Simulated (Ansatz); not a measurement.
Geometry optimisation, DFT PBE, scalar-relativistic, plane waves, PAW (Ansatz).

The input (input.yaml):

```yaml
crystal:
  lattice:
    - [6.69433, 0.0, 0.0]
    - [0.0, 6.69433, 0.0]
    - [0.0, 0.0, 6.69433]
  atoms:
    - { symbol: O, position: [-0.0134614, 0.03647, 0.229251] }
    - { symbol: H, position: [0.1173928, 0.0779743, 0.2749472] }
    - { symbol: H, position: [0.0118891, -0.0229215, 0.0997768] }
    - { symbol: O, position: [0.8889947, 0.5628135, 0.7120567] }
    - { symbol: H, position: [0.9016859, 0.5749443, 0.855672] }
    - { symbol: H, position: [1.0143861, 0.6142101, 0.661372] }
    - { symbol: O, position: [0.4626316, 0.4617224, 0.1799515] }
    - { symbol: H, position: [0.5706518, 0.3713597, 0.2131144] }
    - { symbol: H, position: [0.3526491, 0.3739431, 0.146303] }
    - { symbol: O, position: [0.606287, 0.9649678, 0.3890273] }
    - { symbol: H, position: [0.6582595, 0.9723644, 0.2542025] }
    - { symbol: H, position: [0.4761434, 0.9038007, 0.3730654] }
    - { symbol: O, position: [0.9905479, 0.5538443, 0.3739068] }
    - { symbol: H, position: [0.9903448, 0.6674856, 0.2843569] }
    - { symbol: H, position: [0.9906581, 0.4394623, 0.2853048] }
    - { symbol: O, position: [0.2676232, 0.3430934, 0.8302372] }
    - { symbol: H, position: [0.283852, 0.3746662, 0.6899755] }
    - { symbol: H, position: [0.3338959, 0.2153598, 0.8452582] }
    - { symbol: O, position: [0.9464329, 0.0596268, 0.6955329] }
    - { symbol: H, position: [0.9174179, 0.1762847, 0.6150181] }
    - { symbol: H, position: [0.8258697, -0.0198713, 0.6866936] }
    - { symbol: O, position: [0.2683086, 0.7748927, 0.1271883] }
    - { symbol: H, position: [0.1933794, 0.7645073, 0.003854] }
    - { symbol: H, position: [0.4055425, 0.789255, 0.0836665] }
    - { symbol: S, position: [0.3832099, 0.8176493, 0.7069451] }
    - { symbol: H, position: [0.4223486, 0.7290298, 0.5318724] }
    - { symbol: H, position: [0.2835123, 0.9686383, 0.6215144] }
basis:
  ecutwfc: 420.0
kpoints:
  mp_grid: { grid: [1, 1, 1] }
hamiltonian:
  xc: pbe
scf:
  occupations: { method: fermi_dirac, width: 0.05 }
  lower_state_search: "off"
relax:
  f_tol: 0.3
  max_steps: 15
  adjacent_minimum: "off"
```

Command:

```bash
$ ansatz run input.yaml --threads 1 --pin off --max-ram 3072MiB --backend cpu --events-out ev --progress --plain --runs-dir out
```

**Question.** Where does it end, and by what steps?

**Answer.** It converged. The threshold is loose, so the end isn't yet a minimum. Limits of this set-up: coarse k mesh. After 14 steps the energy has fallen by 3.973 eV; H6 moved furthest, 1.42 Å.

```json
{"step": "0", "energy less start (eV)": "0.0000", "largest force component (eV/Å)": "1.199", "accepted": "yes"}
{"step": "1", "energy less start (eV)": "-0.9193", "largest force component (eV/Å)": "1.731", "accepted": "yes"}
{"step": "2", "energy less start (eV)": "-1.5639", "largest force component (eV/Å)": "1.496", "accepted": "yes"}
{"step": "3", "energy less start (eV)": "-2.1362", "largest force component (eV/Å)": "1.254", "accepted": "yes"}
{"step": "4", "energy less start (eV)": "-2.6379", "largest force component (eV/Å)": "0.843", "accepted": "yes"}
{"step": "5", "energy less start (eV)": "-2.9941", "largest force component (eV/Å)": "0.725", "accepted": "yes"}
{"step": "6", "energy less start (eV)": "-3.2623", "largest force component (eV/Å)": "0.759", "accepted": "yes"}
{"step": "7", "energy less start (eV)": "-3.4609", "largest force component (eV/Å)": "0.803", "accepted": "yes"}
{"step": "8", "energy less start (eV)": "-3.6129", "largest force component (eV/Å)": "0.588", "accepted": "yes"}
{"step": "9", "energy less start (eV)": "-3.7383", "largest force component (eV/Å)": "0.617", "accepted": "yes"}
{"step": "10", "energy less start (eV)": "-3.8122", "largest force component (eV/Å)": "0.570", "accepted": "yes"}
{"step": "11", "energy less start (eV)": "-3.8591", "largest force component (eV/Å)": "0.548", "accepted": "yes"}
{"step": "12", "energy less start (eV)": "-3.9016", "largest force component (eV/Å)": "0.593", "accepted": "yes"}
{"step": "13", "energy less start (eV)": "-3.9257", "largest force component (eV/Å)": "0.545", "accepted": "yes"}
{"step": "14", "energy less start (eV)": "-3.9728", "largest force component (eV/Å)": "0.238", "accepted": "yes"}
```

```xyz
27
Lattice="6.6943 0.0000 0.0000 0.0000 6.6943 0.0000 0.0000 0.0000 6.6943" Properties=species:S:1:pos:R:3
O -0.233 0.807 1.239
H 0.437 0.150 1.505
H -0.420 0.617 0.274
O 5.602 2.968 4.685
H 6.339 3.217 5.277
H 5.961 3.169 3.773
O 3.037 3.112 1.302
H 3.420 2.315 1.762
H 2.554 2.750 0.523
O 3.979 7.518 2.362
H 4.894 7.405 1.986
H 3.438 6.820 1.948
O 6.469 3.448 2.230
H 7.131 4.091 1.913
H 6.639 2.602 1.762
O 1.552 2.650 5.733
H 2.157 3.152 5.126
H 1.333 1.813 5.278
O 6.035 0.413 5.322
H 5.736 1.308 4.981
H 5.366 -0.221 4.996
O 1.874 5.457 1.294
H 1.787 5.530 0.329
H 2.383 4.589 1.411
S 3.522 4.894 4.515
H 3.803 4.362 3.298
H 2.610 5.743 3.967
```

Whether the end is a true minimum wasn't checked by a vibrational analysis.

Time of the run: 26 s on 1 thread of Arm Neoverse V2, with other jobs on the host, peak memory 0.35 GiB.
